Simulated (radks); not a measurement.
Values are calculated unless marked as measured or tabulated.
Effect of the nuclear size on the chromium ion Cr16+, [He] 2s2 2p4. Level of theory: Dirac Kohn-Sham, PBE, spin-unpolarised, spherical densities, finite nucleus; open shells fill j = l - 1/2 first; Fermi nuclear charge, rms radius 3.6452 fm (a radial shooting solver on a logarithmic mesh with Libxc functionals). The rms radius is varied about that value; shifts are against it.

| rms radius (fm) | total energy shift (eV) | density at nucleus (e/bohr^3) | 1s1/2 shift (meV) | 2s1/2 shift (meV) | 2p1/2 shift (meV) | 2p3/2 shift (meV) | 3s1/2 (empty) shift (meV) |
|---|---|---|---|---|---|---|---|
| 2.9745 | -0.0247 | 1.152e+04 | -10.5 | -1.03 | 0.099 | 0.102 | -0.251 |
| 3.3718 | -0.0106 | 1.146e+04 | -4.53 | -0.443 | 0.043 | 0.044 | -0.108 |
| 3.6452 | 0 | 1.143e+04 | 0.000 | 0.000 | 0.000 | 0.000 | 0.000 |
| 3.9951 | 0.0148 | 1.139e+04 | 6.29 | 0.616 | -0.059 | -0.061 | 0.150 |
| 4.2685 | 0.0272 | 1.137e+04 | 11.6 | 1.13 | -0.109 | -0.112 | 0.277 |

Slopes of the eigenvalues against <r^2> in GHz/fm^2, as finite differences over the two radii next to the reference (eigenvalue slopes, not the field-shift constants of lines): 1s1/2 570, 2s1/2 55.8, 2p1/2 -5.38, 2p3/2 -5.52, 3s1/2 (empty) 13.6.
